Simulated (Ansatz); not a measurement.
Computed with Ansatz.

A structure relaxed at PBE0-D4/def2-TZVP, charge 0, multiplicity 1:

```xyz
11

O     1.7435   -1.2040   -0.7680
Si    0.4029   -0.6644   -0.0411
O     0.7687   -0.6664    1.5357
O    -0.9395   -1.5019   -0.4259
O     0.0507    0.8507   -0.6007
B    -0.6541    1.8950   -0.1845
Cl   -1.4188    1.9187    1.4153
Cl   -0.8458    3.3020   -1.2058
H     1.7190   -1.3310   -1.7169
H     0.1705   -0.1892    2.1153
H    -0.9972   -2.4094   -0.1236
```

Problem. Give its formula and SMILES.

Solution. BCl2H3O4Si, `O[Si](O)(O)OB(Cl)Cl`.

Problem. Summarise the bond lengths by kind.

Solution. 4 × O–Si 1.618 to 1.653 Å; 3 × H–O 0.958 to 0.960 Å; 1 × B–O 1.327 Å; 2 × B–Cl 1.749 to 1.773 Å.
